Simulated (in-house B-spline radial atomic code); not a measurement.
Values are calculated unless marked as measured or tabulated.
**Making a Troullier-Martins s channel for Mo, r_c = 1.01 bohr**

Mo, [Kr] 4d5 5s1, non-relativistic PBE, spherical and spin-unpolarised, from an all-electron radial atomic-structure program (B-spline basis) (atomic units). The all-electron 4s level is ε = -2.233110 hartree, its outermost node lies just inside 0.54 bohr and its outer maximum at 1.01 bohr.

Inside r_c the pseudo-orbital is u(r) = r^1 exp(p(r)), with p = c0 + c2 r² + c4 r⁴ + … + c12 r¹². The seven coefficients follow from p and its first four derivatives at r_c, from zero curvature of the screened potential at the origin, c4 = −c2²/(2l + 5), and from the norm inside r_c. At r_c the all-electron orbital has P = 1.091898, P' = 0.02579301, the screened potential V = -5.08844, V' = 11.17053, V'' = -30.47248, and the norm inside is Q = 0.3877897.

What are p, p' and p'' at r_c?

p = ln(P/r_c^1) = ln(1.091898/1.01) = 0.07797. p' = P'/P − 1/r_c = 0.02362 − 0.99010 = -0.96648. The radial equation gives p'' = 2(V − ε) − 2(1) p'/r_c − p'² = -5.71066 − (-1.91382) − 0.93408 = -4.73092. Differentiating, p''' = 2V' + 2(1)p'/r_c² − 2(1)p''/r_c − 2p'p'' = 20.67, and p'''' = 2V'' − 4(1)p'/r_c³ + 4(1)p''/r_c² − 2(1)p'''/r_c − 2p''² − 2p'p''' = -121.48.

For a trial c2 the five matching conditions are linear in c0, c6, c8, c10 and c12, and c2 is varied until the norm inside r_c equals Q. The root nearest zero gives:

```
 n         c_n
 0  -0.6610851
 2    2.200024
 4  -0.9680213
 6   -1.281746
 8   0.6724993
10    0.322125
12  -0.1964041
```

Check c4 and p(r_c), and find the screened pseudopotential at the origin.

−c2²/5 = -0.968021, as listed. The terms c_n r_c^n are -0.66109, 2.24424, -1.00733, -1.36060, 0.72822, 0.35583, -0.22131, which sum to 0.07797. Inverting the radial equation, V_l(r) = ε + 1 p'/r + (p'' + p'²)/2, so V_l(0) = ε + (2l + 3) c2 = -2.23311 + 3 × (2.20002) = 4.3670 hartree, finite where the all-electron potential diverges.

Orbitals and screened potentials:

| r (bohr) | P | u | V all-electron | V pseudo |
| --- | --- | --- | --- | --- |
| 0.101 | 0.3752 | 0.05332 | -280.1 | 4.362 |
| 0.252 | -0.4071 | 0.149 | -72.38 | 4.19 |
| 0.404 | -0.4793 | 0.2896 | -31.83 | 3.237 |
| 0.556 | 0.1255 | 0.5008 | -17.39 | 0.7212 |
| 0.707 | 0.6876 | 0.7702 | -10.7 | -3.095 |
| 0.858 | 1.001 | 1.005 | -7.201 | -5.796 |
| 1.01 | 1.092 | 1.092 | -5.088 | -5.088 |

Logarithmic derivatives P'/P at R = 1.31 bohr, for energies E around ε:

| E − ε (hartree) | all-electron | pseudo |
| --- | --- | --- |
| -0.5 | -0.303977 | -0.30619 |
| -0.25 | -0.644593 | -0.64538 |
| -0.1 | -0.872624 | -0.872905 |
| 0 | -1.03628 | -1.03646 |
| 0.1 | -1.21046 | -1.21079 |
| 0.25 | -1.49422 | -1.49543 |
| 0.5 | -2.0404 | -2.04581 |

With P(R) = 0.9141302 and a norm of 0.7049803 inside R, what slope in energy does norm conservation fix?

d(P'/P)/dE = −2 × (norm inside R)/P(R)² = -1.6873 per hartree·bohr at E = ε, for both atoms, since orbital and norm agree at R. Differences over ±0.1 hartree give -1.6892 (all-electron) and -1.6894 (pseudo), which also hold third-order terms. Half a hartree below ε the two curves differ by -0.0022.
